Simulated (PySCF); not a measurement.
A structure optimised at PBE-D3(BJ)/def2-SVP, used in a PySCF frequency run:

```xyz
12

C      1.6430     0.7421    -0.2690
C      0.3252     0.6809    -0.0059
C     -0.6202     1.8463    -0.0794
C     -0.3124    -0.6265     0.4077
F     -1.3681    -0.9126    -0.4292
F      0.5634    -1.6712     0.3496
H      2.1186     1.6913    -0.5609
H      2.2757    -0.1544    -0.1999
H     -1.4123     1.6548    -0.8327
H     -0.0915     2.7801    -0.3474
H     -1.1400     2.0054     0.8904
H     -0.7222    -0.5799     1.4466
```
Charge 0, spin multiplicity 1.

Problem. Write its SMILES and formula.

Solution. C=C(C)C(F)F, C₄H₆F₂

Problem. What are its rotational constants (standard atomic weights)?

Solution. 4.8432, 3.2077, 2.1048 GHz
